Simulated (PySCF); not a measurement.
## TaSe₂, doublet: computed properties

Method: UB3LYP/[Ta def2-SVP with ECP60, Se def2-SVP], scalar-relativistic core potentials, density fitting, no spin–orbit coupling, PySCF.

The structure is a higher-order saddle point with 2 imaginary modes (one degenerate set).

Z-matrix (Å, degrees; charge 0 multiplicity 2):
```
Ta
Se 1 2.3632
Se 1 2.3632 2 180.00
```

* Point group: D∞h
* Bond lengths: Ta–Se 2.363 Å (×2)
* Bond angles: Se–Ta–Se 180.0°
* Highest occupied level (α): -6.77 eV
* Spin squared ⟨S²⟩: 0.756
* Zero-point energy (real modes): 3.7 kJ/mol
* Rotational constants: 0.01889 cm⁻¹
* Principal polarisabilities: 93.9, 93.9, 172.8 bohr³
* Lowest empty level (α): -5.63 eV
* Atomisation energy without zero-point energy: 694 kJ/mol
* Dipole moment: 0.00 D
* Principal quadrupole moments (Buckingham, traceless) about the centre of mass: -16.18, 8.09, 8.09 D Å

Harmonic modes (masses in u: Ta 180.948, Se 79.917):
```csv
symmetry,ω (cm⁻¹),"IR (km/mol, summed over degenerate members)",μ (u),type
πu,220i,–,108.27,bend
σg+,279,0.0,79.92,stretch
σu+,335,62.8,108.27,stretch
```

In D∞h the vibrations span πu + σg+ + σu+. The σg+ mode carries no infrared intensity, as symmetry demands. With a centre of inversion only u modes can be infrared active and only g modes Raman active.

Charges (e):
```json
{"atom": "Ta1", "Mulliken": "0.51", "Löwdin": "-0.11", "polar tensor": "2.45", "spin (Mulliken)": "1.15", "Mayer order to Ta1": "–"}
{"atom": "Se2,3", "Mulliken": "-0.25", "Löwdin": "0.06", "polar tensor": "-1.23", "spin (Mulliken)": "-0.07", "Mayer order to Ta1": "2.06"}
```
Other Mayer orders above 0.3: Se–Se 0.44.

Mulliken populations on Ta1 (electrons outside its core potential): s 2.98, p 6.52, d 2.95, f 0.04.

This need not be the most stable arrangement of these atoms. Other spin states or occupations of the open shell can lie lower. At this level a doublet minimum of C2v symmetry lies 197 kJ/mol below this structure. With an element this heavy the missing spin–orbit coupling can shift these numbers.

The final relaxation and frequency run took 42 s on 2 threads of a shared Arm Neoverse V2 host, with 96 basis functions and 6 gradients; the process peaked at 0.92 GiB.
